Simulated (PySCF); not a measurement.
Energy of Ni+ (nickel, charge +1) between two integer charges

The 3d beta orbital of [Ar] 3d9 is emptied in steps (occupation f), with all orbitals relaxed, ending at [Ar] 3d8. Calculation: PySCF 2.14, in aug-pcseg-2; the non-relativistic Hamiltonian (point nucleus). The exact energy is a straight line in f; departures are measured from the line between the end points of the same method.

```
  f  CAM-B3LYP (eV)
  1           0.000
0.8          -0.465
0.6          -0.716
0.4          -0.733
0.2          -0.499
  0           0.000
```

```tsv
method	E(f=0) − E(f=1) (eV)	−ε at f=1 (eV)	−ε at f=0.4 (eV)
CAM-B3LYP	18.681	15.853	19.209
```

Orbital energy along the path (eV):

```tsv
f	CAM-B3LYP
1	-15.853
0.8	-16.874
0.6	-17.997
0.4	-19.209
0.2	-20.500
0	-21.870
```

Reference removal energy between the ground levels: 18.169 eV (measured; NIST Atomic Spectra Database, ionization energies). The calculation has no spin-orbit coupling. The determinant left behind need not be the lowest term of the ion.
